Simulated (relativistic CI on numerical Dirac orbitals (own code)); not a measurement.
# The 5d ions of charge 3+

Method of calculation: Dirac-Coulomb-Breit CI, separate exchange-only KLI orbitals for each configuration, a model potential for QED, unscaled Slater integrals (own radial code, finite nucleus).

Each species is treated in one configuration, given outside its closed core, with all valence electrons in the open shell. Radial values are for the open shell of highest l, unscaled and averaged over j; ζ includes the Breit term. Labels give the leading LS character, summed over repeated terms.

```csv
Ion,Configuration,Its lowest level,LS weight (%),ζ (cm⁻¹),Next level,E (cm⁻¹),F² (cm⁻¹),F⁴ (cm⁻¹)
Hf³⁺,5d,2D_3/2,100,1566,2D_5/2,3930.1,,
Ta³⁺,5d2,3F_2,95,1980,3F_3,3690.9,56380,37250
W³⁺,5d3,4F_3/2,94,2431,4F_5/2,2791.9,59150,39140
Re³⁺,5d4,5D_0,83,2920,5D_1,1945.7,61900,41020
Os³⁺,5d5,6S_5/2,93,3449,J = 5/2 (mixed),21880,64620,42880
Ir³⁺,5d6,5D_4,88,4018,5D_3,5212.8,67300,44700
Pt³⁺,5d7,4F_9/2,87,4631,4F_7/2,8722.1,69930,46500
Au³⁺,5d8,3F_4,96,5287,J = 2 (mixed),9226.3,72510,48270
Hg³⁺,5d9,2D_5/2,100,5990,2D_3/2,15015,,
```

With one configuration, terms of near-neutral atoms and ions can be 10 to 25 % off, and close levels can change places.

At low charge ζ of a weakly bound d or f electron comes out too small.
